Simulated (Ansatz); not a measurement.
`C=C(C)[SiH2][AlH2]` + H₂O → `O[SiH2][AlH2]` + `C=CC` at 500 K and 1 bar (formal hydrolysis of the Si–C bond).

Gas-phase electronic energies from Ansatz, PBE0-D4/def2-TZVP geometries. CCSD(T)/CBS adds triple-zeta CCSD(T) − MP2 to the extrapolated MP2 energy (def2 sets, frozen cores). This one scheme is used for every species. Each species was taken in one conformer, which may not be the lowest.

```json
{"species": "`C=C(C)[SiH2][AlH2]`", "CCSD(T)/CBS energy (Eh)": "-650.62426", "H − E (kJ/mol)": "322.4", "S (J/(mol·K))": "470.2"}
{"species": "H₂O", "CCSD(T)/CBS energy (Eh)": "-76.37941", "H − E (kJ/mol)": "73.2", "S (J/(mol·K))": "206.3"}
{"species": "`O[SiH2][AlH2]`", "CCSD(T)/CBS energy (Eh)": "-609.28590", "H − E (kJ/mol)": "156.5", "S (J/(mol·K))": "380.0"}
{"species": "`C=CC`", "CCSD(T)/CBS energy (Eh)": "-117.74610", "H − E (kJ/mol)": "238.4", "S (J/(mol·K))": "304.6"}
```

H − E and S are ideal-gas, rigid-rotor, harmonic terms from PBE0-D4/def2-TZVP, for one conformer and one mirror image of each species. 1 Eh = 2625.50 kJ/mol, R = 8.31446 J/(mol·K).

**Question.** By hand: ΔE, ΔH, ΔS and ΔG.

**Answer.** ΔE = (-609.28590) + (-117.74610) − (-650.62426) − (-76.37941) = -0.02833 Eh = -74.4 kJ/mol. Δ(H − E) = 156.5 + 238.4 − 322.4 − 73.2 = -0.7, so ΔH = -75.1 kJ/mol. ΔS = 380.0 + 304.6 − 470.2 − 206.3 = 8.1 J/(mol·K). ΔG = -75.1 − 500 × (8.1)/1000 = -79.1 kJ/mol.

**Question.** By hand: the equilibrium constant, and the temperature at which ΔG would vanish if ΔH and ΔS stayed fixed.

**Answer.** log₁₀ K = −ΔG/(RT ln 10) = 8.3. ΔH and −TΔS have one sign here, so there is no such temperature.

The number of gas molecules stays the same, so ΔS is small and ΔH decides. A doubt of 5 kJ/mol in ΔE shifts log₁₀ K by 0.5 here. Other conformers and mirror images would add mixing entropy, several J/(mol·K) or more a flexible species. Modes under 60 cm⁻¹, often nearly free rotors, make the harmonic entropy too high. These are equilibria of isolated gas molecules and say nothing of rates. Largest T1 diagnostic: 0.012 (customary marks: 0.02 for closed shells, 0.045 for open ones).

ΔS is within the doubt of such terms, so its sign, and with it that verdict, could turn.
